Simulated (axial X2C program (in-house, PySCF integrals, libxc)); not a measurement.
## Spin–orbit effects along a row: molecules with Ti, PBE0

All values come from calculations with an in-house all-electron X2C program for linear molecules (integrals from PySCF), spin-free (one-electron X2C) or two-component (2c: spin–orbit coupling with atomic mean-field Coulomb and Gaunt terms, which also bring small scalar terms), in Dyall basis sets with cores contracted in-house; open shells are unrestricted.

Basis sets: B dyall-v3z, Be dyall-cv3z, C dyall-v3z, F dyall-av3z, Li dyall-cv3z, O dyall-av3z, Ti dyall-cv3z.

| molecule | spin-free state | Re (Å) | ωe (cm⁻¹) | De (eV) | 2c state | Re 2c (Å) | ωe 2c (cm⁻¹) | De 2c (eV) |
| --- | --- | --- | --- | --- | --- | --- | --- | --- |
| LiTi | M_S = 3/2, Λ = 2 | 2.747 | 266.9 | 0.74 | Ω = 1/2 | 2.747 | 266.8 | n/a |
| BeTi | M_S = 2, Λ = 2 | 2.462 | 353.9 | n/a | Ω = 4 | 2.463 | 353.2 | n/a |
| TiB | M_S = 5/2, Λ = 2 | 2.023 | 647.8 | n/a | Ω = 1/2 | 2.023 | 647.4 | n/a |
| TiC | M_S = 1, Λ = 0 | 1.642 | 1027.6 | 4.04 | Ω = 1 | 1.642 | 1027.3 | n/a |
| TiO | M_S = 1, Λ = 2 | 1.598 | 1067.1 | 6.99 | Ω = 1 | 1.598 | 1066.9 | n/a |
| TiF | M_S = 3/2, Λ = 0 | 1.773 | 709.4 | 6.13 | Ω = 3/2 | 1.773 | 709.3 | n/a |

Each entry is the lowest single determinant of a limited PBE0 search at one distance. De goes to single-determinant-based atoms at the same level (for ions the charge split of lowest energy) and is withheld (n/a) where an atom does not fit its ground term or J level. Main or longest-lived isotopes. One determinant is a doubtful description, or other states lie close, for LiTi, BeTi, TiB, TiC, TiO, TiF; these need not be ground states, and all values refer to the states named. Some open-shell Ω = 0 determinants are out of reach, so the Ω given for BeTi, TiC need not be the lowest component. With several unpaired electrons the Ω given is that of one determinant, not necessarily of the lowest component. The functionals have no current term, which raises determinants with orbital currents. Where the atoms have a lower orbital projection than the molecule, De at mean-field level may be about a tenth of an eV too small.
